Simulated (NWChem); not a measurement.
System: GeH4; SMILES [GeH4]

Input file for NWChem:

```
start job
memory heap 200 mb stack 900 mb global 1100 mb
geometry units angstroms
  Ge     0.000000     0.000000     0.000001
  H     -0.620226    -0.847720    -1.046234
  H      0.542485    -0.862141     1.077190
  H     -1.021454     0.913648     0.565505
  H      1.099194     0.796193    -0.596460
end
basis spherical
  * library def2-svp
end
dft
  xc pbe0
  iterations 150
end
driver
  maxiter 120
end
task dft optimize
task dft freq
```

Parts of the log:

```
             Northwest Computational Chemistry Package (NWChem) 7.3.0
             --------------------------------------------------------

 C1  symmetry detected

                             Geometry "geometry" -> ""
                             -------------------------

 Output coordinates in angstroms (scale by  1.889725989 to convert to a.u.)

  No.       Tag          Charge          X              Y              Z
 ---- ---------------- ---------- -------------- -------------- --------------
    1 Ge                  32.0000    -0.00000047    -0.00000030     0.00000009
    2 H                    1.0000     1.02486292    -0.00000016    -1.07124787
    3 H                    1.0000     0.41627759     0.92391480     1.08213072
    4 H                    1.0000    -0.14240552    -1.37029040     0.54766929
    5 H                    1.0000    -1.29872003     0.44638535    -0.55855502

 Effective nuclear repulsion energy (a.u.)      46.9998483792

                                Z-matrix (autoz)
                                --------

 Units are Angstrom for bonds and degrees for angles

      Type          Name      I     J     K     L     M      Value
      ----------- --------  ----- ----- ----- ----- ----- ----------
    1 Stretch                  1     2                       1.48254
    2 Stretch                  1     3                       1.48254
    3 Stretch                  1     4                       1.48254
    4 Stretch                  1     5                       1.48254
    5 Bend                     2     1     3               109.47021
    6 Bend                     2     1     4               109.47113
    7 Bend                     2     1     5               109.47178
    8 Bend                     3     1     4               109.47189
    9 Bend                     3     1     5               109.47115
   10 Bend                     4     1     5               109.47118

                           NWChem Geometry Optimization
                           ----------------------------

 maximum gradient threshold         (gmax) =   0.000450
 rms gradient threshold             (grms) =   0.000300
 maximum cartesian step threshold   (xmax) =   0.001800
 rms cartesian step threshold       (xrms) =   0.001200
 fixed trust radius                (trust) =   0.300000
 source of zmatrix                         =   autoz

          -------------------
          Energy Minimization
          -------------------

 Using diagonal initial Hessian
 Scaling for Hessian diagonals: bonds = 1.00  angles = 0.25  torsions = 0.10

          --------
          Step   0

                                 NWChem DFT Module
                                 -----------------

 Summary of "ao basis" -> "ao basis" (spherical)
 ------------------------------------------------------------------------------
       Tag                 Description            Shells   Functions and Types
 ---------------- ------------------------------  ------  ---------------------
 Ge                         def2-svp                12       32   5s4p3d
 H                          def2-svp                 3        5   2s1p

            General Information
            -------------------
          SCF calculation type: DFT
          Wavefunction type:  closed shell.
          No. of atoms     :     5
          No. of electrons :    36
           Alpha electrons :    18
            Beta electrons :    18
          Charge           :     0
          Spin multiplicity:     1
          Use of symmetry is: off; symmetry adaption is: off
          Maximum number of iterations: 150
          AO basis - number of functions:    52
                     number of shells:    24
          Convergence on energy requested:  1.00D-06
          Convergence on density requested:  1.00D-05
          Convergence on gradient requested:  5.00D-04

              XC Information
              --------------
                         PBE0 Method XC Functional
                     Hartree-Fock (Exact) Exchange  0.250
          PerdewBurkeErnzerhof Exchange Functional  0.750
            Perdew 1991 LDA Correlation Functional  1.000 local
           PerdewBurkeErnz. Correlation Functional  1.000 non-local

             Grid Information
             ----------------
          Grid used for XC integration:  medium
          Radial quadrature: Mura-Knowles
          Angular quadrature: Lebedev.
          Tag              B.-S. Rad. Rad. Pts. Rad. Cut. Ang. Pts.
          ---              ---------- --------- --------- ---------
          Ge                  1.25      112           7.0       590
          H                   0.35       45           8.0       434
          Grid pruning is: on
          Number of quadrature shells:   292
          Spatial weights used:  Erf1

      Superposition of Atomic Density Guess
      -------------------------------------

[...]

      ----------------------
      Optimization converged
      ----------------------

  Step       Energy      Delta E   Gmax     Grms     Xrms     Xmax
  ---- ---------------- -------- -------- -------- -------- --------
@    3   -2078.85550985 -8.7D-10  0.00000  0.00000  0.00002  0.00003
                                     ok       ok       ok       ok

                                Z-matrix (autoz)
                                --------

 Units are Angstrom for bonds and degrees for angles

      Type          Name      I     J     K     L     M      Value     Gradient
      ----------- --------  ----- ----- ----- ----- ----- ---------- ----------
    1 Stretch                  1     2                       1.53728    0.00000
    2 Stretch                  1     3                       1.53730    0.00000
    3 Stretch                  1     4                       1.53729    0.00000
    4 Stretch                  1     5                       1.53730    0.00000
    5 Bend                     2     1     3               109.47135    0.00000
    6 Bend                     2     1     4               109.47069    0.00000
    7 Bend                     2     1     5               109.47132   -0.00000
    8 Bend                     3     1     4               109.47173    0.00000
    9 Bend                     3     1     5               109.47161    0.00000
   10 Bend                     4     1     5               109.47062    0.00000

                         Geometry "geometry" -> "geometry"
                         ---------------------------------

 Output coordinates in angstroms (scale by  1.889725989 to convert to a.u.)

  No.       Tag          Charge          X              Y              Z
 ---- ---------------- ---------- -------------- -------------- --------------
    1 Ge                  32.0000     0.00000709     0.00000441     0.00000029
    2 H                    1.0000     1.06270218    -0.00000904    -1.11081159
    3 H                    1.0000     0.43165546     0.95804088     1.12211204
    4 H                    1.0000    -0.14766134    -1.42089462     0.56789035
    5 H                    1.0000    -1.34668891     0.46286766    -0.57919387

 Effective nuclear repulsion energy (a.u.)      45.3258040928

                Final and change from initial internal coordinates
                --------------------------------------------------

                                Z-matrix (autoz)
                                --------

 Units are Angstrom for bonds and degrees for angles

[...]

 Rotational Constants
 --------------------
 A=   2.654222 cm-1  (  3.818749 K)
 B=   2.654200 cm-1  (  3.818716 K)
 C=   2.654172 cm-1  (  3.818677 K)

 Temperature                      =   298.15K
 frequency scaling parameter      =   1.0000

 Zero-Point correction to Energy  =   18.616 kcal/mol  (  0.029667 au)
 Thermal correction to Energy     =   20.589 kcal/mol  (  0.032811 au)
 Thermal correction to Enthalpy   =   21.181 kcal/mol  (  0.033755 au)

 Total Entropy                    =   56.875 cal/mol-K
   - Translational                =   38.958 cal/mol-K (mol. weight =  77.9532)
   - Rotational                   =   17.100 cal/mol-K (symmetry #  =        1)
   - Vibrational                  =    0.817 cal/mol-K

 Cv (constant volume heat capacity) =    8.741 cal/mol-K
   - Translational                  =    2.979 cal/mol-K
   - Rotational                     =    2.979 cal/mol-K
   - Vibrational                    =    2.783 cal/mol-K

[normal modes left out]

 ----------------------------------------------------------------------------
 Normal Eigenvalue ||           Projected Infra Red Intensities
  Mode   [cm**-1]  || [atomic units] [(debye/angs)**2] [(KM/mol)] [arbitrary]
 ------ ---------- || -------------- ----------------- ---------- -----------
    1       -0.000 ||    0.000000           0.000         0.000       0.000
    2       -0.000 ||    0.000000           0.000         0.000       0.000
    3        0.000 ||    0.000000           0.000         0.000       0.000
    4        0.000 ||    0.000000           0.000         0.000       0.000
    5        0.000 ||    0.000000           0.000         0.000       0.000
    6        0.000 ||    0.000000           0.000         0.000       0.000
    7      824.168 ||    0.104611           2.413       101.980      22.788
    8      824.216 ||    0.104605           2.413       101.974      22.786
    9      824.227 ||    0.104603           2.413       101.972      22.786
   10      928.541 ||    0.000000           0.000         0.000       0.000
   11      928.544 ||    0.000000           0.000         0.000       0.000
   12     2170.687 ||    0.000009           0.000         0.008       0.002
   13     2175.933 ||    0.124916           2.882       121.774      27.211
   14     2175.978 ||    0.124929           2.882       121.787      27.214
   15     2176.038 ||    0.124931           2.882       121.789      27.214
 ----------------------------------------------------------------------------
```

Level: PBE0/def2-SVP. The printed entropy takes a lower symmetry number than the molecule has.
